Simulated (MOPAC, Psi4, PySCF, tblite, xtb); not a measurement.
Dimer H8Ge3 ··· H2O (SMILES [GeH3][GeH2][GeH3] and O), singlet at R = 2.57 Å between the centres of mass, closest contact 2.64 Å (lowest of the rigid-body minima from ten starts at GFN2-xTB). Geometry in Å and degrees:

```
Ge
H 1 1.5422
H 1 1.5422 2 107.59
Ge 1 2.4381 2 109.56 3 -119.02
H 4 1.5393 1 111.25 2 59.09
H 4 1.5393 5 108.63 1 121.15
H 4 1.5394 5 108.63 6 117.71
Ge 1 2.4383 2 109.57 3 119.02
H 8 1.5393 1 111.26 2 -58.70
H 8 1.5393 9 108.63 1 121.15
H 8 1.5394 9 108.63 10 117.71
O 7 2.6389 4 82.25 5 -169.44
H 12 0.9627 7 83.48 4 179.17
H 12 0.9627 13 105.25 7 129.55
```

GFN2-xTB (tblite); SAPT0/jun-cc-pVDZ, frozen core (Psi4); PBE0/def2-TZVP, counterpoise-corrected (Psi4); PBE0-D3(BJ)/def2-TZVP, counterpoise-corrected (Psi4); PBE/def2-TZVP, counterpoise-corrected (Psi4); PBE-D3(BJ)/def2-TZVP, counterpoise-corrected (Psi4); wB97X-D/def2-TZVP, counterpoise-corrected (Psi4); HF/aug-cc-pVTZ, counterpoise-corrected (Psi4); MP2/aug-cc-pVTZ = Psi4 with DF-MP2/aug-cc-pVTZ, frozen core, counterpoise-corrected; SCS-MP2/aug-cc-pVTZ = DF-SCS-MP2/aug-cc-pVTZ, frozen core, counterpoise-corrected in Psi4; PM6, restricted, heats of formation (MOPAC); PM7, restricted, heats of formation (MOPAC); GFN1-xTB (xtb); RKS-B3LYP/6-31G* = PySCF with restricted B3LYP/6-31G*, spherical d, no counterpoise correction; RKS-BP86/6-31G* = restricted BP86/6-31G*, spherical d, no counterpoise correction run with PySCF; RKS-M06-2X/6-31G* = restricted M06-2X/6-31G*, spherical d, no counterpoise correction run with PySCF; RHF/LANL2DZ = PySCF with restricted Hartree-Fock/LANL2DZ, with its core potentials past Ne, no counterpoise correction.

Task: What interaction energy does each level give?

Result: 
```tsv
method	E_int / kJ/mol
GFN1-xTB	-51.41
GFN2-xTB	-47.40
RKS-M06-2X/6-31G*	-25.06
PM7	-12.29
RKS-B3LYP/6-31G*	-1.51
RKS-BP86/6-31G*	0.34
PBE0-D3(BJ)/def2-TZVP	2.08
wB97X-D/def2-TZVP	3.58
PBE-D3(BJ)/def2-TZVP	3.83
SAPT0/jun-cc-pVDZ	4.35
RHF/LANL2DZ	4.67
MP2/aug-cc-pVTZ	5.28
PBE0/def2-TZVP	9.59
SCS-MP2/aug-cc-pVTZ	9.86
PBE/def2-TZVP	11.88
HF/aug-cc-pVTZ	24.22
PM6	25.54
```
